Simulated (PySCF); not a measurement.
An unknown gives this computed stick spectrum. Method: PySCF 2.14.0, density-fitted response routines, TDDFT CAM-B3LYP/def2-SVPD, vertical, gas phase, core orbitals frozen in the response. Geometries: GFN2-xTB, one conformer each.

| state | ν̃ (cm⁻¹) | f | main configurations (H = HOMO, L = LUMO) |
| --- | --- | --- | --- |
| S1 | 44680 | 0.019 | H→L (44%), H→L+1 (27%), H→L+2 (13%) |
| S2 | 49600 | 0.023 | H→L+2 (30%), H→L+3 (16%), H-1→L (15%) |
| S3 | 51820 | 0.0036 | H→L (39%), H→L+1 (39%), H→L+6 (8%) |
| S4 | 52740 | 0.019 | H-1→L+2 (30%), H-1→L+3 (25%), H-1→L+4 (9%) |
| S5 | 56180 | 0.120 | H→L+2 (18%), H-2→L (11%), H→L+8 (10%) |
| S6 | 57400 | 0.028 | H-1→L (49%), H-1→L+1 (29%) |
| S7 | 58080 | 0.105 | H→L+3 (23%), H-1→L+1 (20%), H→L+7 (11%) |
| S8 | 60310 | 0.041 | H→L+6 (23%), H→L+3 (13%), H-2→L+1 (12%) |

Task: Which structure fits? All have the formula C6H9P.
A. `C#CCPC(=C)C`
B. `CC#CPC1CC1`
C. `Cc1c[pH]c(C)c1`
D. `C(=PC#CC)(C)C`

Result: B. Its S1 lies at 5.54 eV; the nearest of the others has S1 at 5.91 eV. S1 is HOMO→LUMO (44%), HOMO→LUMO+1 (27%), HOMO→LUMO+2 (13%). Löwdin shares by element: HOMO carbon 49% or more, phosphorus 36%; LUMO carbon 35% or more, phosphorus 18% (atoms not listed hold the other 47%). At the same level the other candidates give, for their lowest levels:
- `Cc1c[pH]c(C)c1`: 4.72 eV (f 0.057); 5.39 eV (f 0.097); 6.04 eV (f 0.007); 6.11 eV (f 0.004); 6.74 eV (f 0.013); T1 3.04 eV; HOMO -7.57, LUMO 0.24 eV
- `C#CCPC(=C)C`: 5.91 eV (f 0.237); 6.31 eV (f 0.019); 6.51 eV (f 0.004); 6.61 eV (f 0.014); 6.65 eV (f 0.012); T1 4.14 eV; HOMO -8.06, LUMO 0.86 eV
- `CC#CP=C(C)C`: 4.52 eV (f 0.004); 4.61 eV (f 0.297); 5.52 eV (f 0.000); 5.85 eV (f 0.004); 6.18 eV (f 0.000); T1 2.45 eV; HOMO -7.50, LUMO -0.32 eV

Shape of the structure used: `[CH3:1][C:2]#[C:3][PH:4][CH:5]1[CH2:6][CH2:7]1`: C3–P4–C5–C6 97°.
Triplets come from the Tamm–Dancoff approximation.
